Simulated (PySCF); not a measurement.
## Exercise with solution: chemical shift, span and skew from a shielding tensor

B(F)(Me)(SMe) (C2H6BFS), SMILES B(F)(SC)C. Atoms are numbered in the order given.

```xyz
11

B      0.0321     0.8195     0.0000
F      0.9108     1.8258     0.0000
C     -1.4936     1.1640     0.0000
H     -2.1754     0.3048     0.0000
H     -1.7184     1.7885    -0.8812
H     -1.7184     1.7885     0.8812
S      0.7903    -0.8156     0.0000
C     -0.6231    -1.9538     0.0000
H     -1.2404    -1.8265     0.8990
H     -0.2088    -2.9703     0.0000
H     -1.2404    -1.8265    -0.8990
```

Geometry optimised at PBE0-D3(BJ)/def2-SVP. The values are those of a single conformer.

GIAO shieldings from PBE0/pcSseg-1 (PySCF), non-relativistic, no solvent. The symmetric part of the tensor of C8 has the principal values 157.3, 166.4, 184.8 ppm. The same nucleus in TMS has σ = 186.3 ppm at this level (PySCF, at its B3LYP-D3(BJ)/def2-TZVP geometry).

Problem. Work out the isotropic shielding, the ¹³C shift against TMS, the span and the skew.

Solution. 
σ(iso) = (σ11 + σ22 + σ33)/3 = 169.5 ppm. δ = σ(ref) − σ(iso) = 186.3 − (169.5) = 16.8 ppm.
Span Ω = σ33 − σ11 = 27.5 ppm. Skew κ = 3(σ(iso) − σ22)/Ω = 0.34. Tumbling in solution averages the tensor to δ; in a static solid the shielding alone would spread this spin-1/2 line over Ω.
